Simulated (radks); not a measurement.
The numbers below are computed, except where a source is named.
Fractional charge and spin in the 4p shell of rubidium: the spin-up occupation runs from 2 to 3 and the spin-down occupation from 2 to 3; the fullest corner is Rb, [Ar] 3d10 4s2 5s(up 0.5, down 0.5) 4p(up 3, down 3). Level of theory: scalar-relativistic Kohn-Sham, BLYP, spin-polarised, spherical densities, finite nucleus; Fermi nuclear charge, rms radius of each element as measured or else 0.836 A^(1/3) + 0.57 fm (a radial shooting solver on a logarithmic mesh with Libxc functionals). Energy (eV) minus the two flat planes that join the four corners (they meet along the diagonal where the two added fractions sum to one electron); zero is where a piecewise linear energy would lie.

\begin{tabular}{lrrrrr}
down \ up & 2 & 2.25 & 2.5 & 2.75 & 3 \\ \hline
2 & 0.000 & -1.096 & -1.452 & -1.081 & 0.000 \\
2.25 & -1.096 & -1.392 & -0.966 & 0.168 & -0.971 \\
2.5 & -1.452 & -0.966 & 0.224 & -0.862 & -1.279 \\
2.75 & -1.081 & 0.168 & -0.862 & -1.226 & -0.947 \\
3 & 0.000 & -0.971 & -1.279 & -0.947 & 0.000 \\
\end{tabular}

Corners above the fullest one (they belong to Rb+ and the next ion): (up 3, down 2) 20.678 eV, (up 2, down 3) 20.678 eV, (up 2, down 2) 53.207 eV. With half an added electron in each spin the energy lies 0.224 eV from the planes, and with half an added electron in spin up alone -1.452 eV. The planes are only a guide here: the flat-plane condition holds for ground states with one frontier orbital, while this shell lies below other occupied shells, so the corners above the fullest one are inner-hole states and not the ground states of those ions.
